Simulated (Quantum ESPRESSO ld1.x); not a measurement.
The run below uses ld1.x (Quantum ESPRESSO 7.5).

```
 &input
    zed=26.0,
    iswitch=1,
    rel=1,
    dft='SLA-PW-RW86-PBC',
    config='[Ne] 3s1 3p6 3d6 4s1',
    verbosity='high',
    prefix='ld1',
    max_out_wfc=37,
    file_charge='ld1.rho',
 /
```

Command: `OMP_NUM_THREADS=1 ld1.x < ld1.in > ld1.out`

It prints (banner and zero overlaps left out):

```
     Program LD1 v.7.5 starts

     --------------------------- All-electron run ----------------------------

     scalar relativistic calculation

     atomic number is 26.00
     dft =SLA-PW-RW86-PBC   lsd =0 sic =0 latt =0  beta=0.20 tr2=1.0E-14
     Exchange-correlation= SLA-PW-RW86-PBC
                           (   1   4  13   4   0   0   0)
     mesh =1983 r(mesh) =  99.27596 a.u. xmin = -8.00 dx = 0.00800
     1 Ry =  13.60569312 eV, c = 137.03599908

     n l     nl                  e(Ry)          e(Ha)          e(eV)
     1 0     1S 1( 2.00)    -517.166271530    -258.583135765  -7036.4055840
     2 0     2S 1( 2.00)     -62.421583977     -31.210791988   -849.2889158
     2 1     2P 1( 6.00)     -53.492724740     -26.746362370   -727.8055971
     3 0     3S 1( 1.00)      -8.906150829      -4.453075414   -121.1743551
     3 1     3P 1( 6.00)      -6.382711361      -3.191355681    -86.8412121
     3 2     3D 1( 6.00)      -2.427329285      -1.213664642    -33.0254974
     4 0     4S 1( 1.00)      -1.683964236      -0.841982118    -22.9115006

     final scf error:  3.1E-15 reached in  33 iterations

     Etot =   -2537.931750 Ry,   -1268.965875 Ha,  -34530.320553 eV

     Ekin =    2568.362830 Ry,    1284.181415 Ha,   34944.356490 eV
     Encl =   -6021.236126 Ry,   -3010.618063 Ha,  -81923.090949 eV
     Eh   =    1026.002431 Ry,     513.001216 Ha,   13959.474223 eV
     Exc  =    -111.060885 Ry,     -55.530442 Ha,   -1511.060317 eV
```

Run on one thread of a shared host, so times are rough (Intel(R) Xeon(R) Processor @ 2.60GHz): 0.67 s of CPU time, 0.74 s wall, 33 iterations on 1983 mesh points.
